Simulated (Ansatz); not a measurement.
Wavefunction ladder for CH$_{5}$ClFNSi$_{2}$

Z-matrix (Å, degrees):
```
C
Si 1 1.890
F 1 1.390 2 110.3
H 1 1.096 2 110.8 3 120.0
H 1 1.096 2 111.6 3 -120.3
N 2 1.739 1 111.6 3 60.1
H 2 1.488 1 107.0 3 -178.4
H 2 1.483 1 109.9 3 -57.7
Si 6 1.718 2 124.7 1 -108.9
H 6 1.014 2 117.3 1 67.8
Cl 9 2.107 6 98.8 2 177.0
```

The species carries charge 0 and has multiplicity 1. The bonds changed during the relaxation, so this is another structure than the one it started from. The geometry is a stationary point of PBE0-D4/def2-TZVP. It is one conformer, not always the lowest. Frozen core, restricted reference, Ansatz. CBS rows extrapolate triple and quadruple zeta; past MP2 they add the triple-zeta difference.

```
     basis      HF (Eh)  MP2 corr.  CCSD corr.       (T)  CCSD(T) total
  def2-SVP            ?   -0.79298    -0.85488  -0.02214              ?
def2-TZVPP  -1232.22704          ?    -1.09109         ?              ?
def2-QZVPP  -1232.26661   -1.12232           –         –              –
 CBS(def2)  -1232.27206          ?    -1.24372     as TZ              ?
```

Problem. Fill in the withheld values. (Estimate.)

Solution. The calculation gave: def2-SVP HF (Eh): -1231.62056; def2-SVP CCSD(T) total: -1232.49758; def2-TZVPP MP2 corr.: -1.03463; def2-TZVPP (T): -0.04318; def2-TZVPP CCSD(T) total: -1233.36131; CBS(def2) MP2 corr.: -1.18727; CBS(def2) CCSD(T) total: -1233.55896.
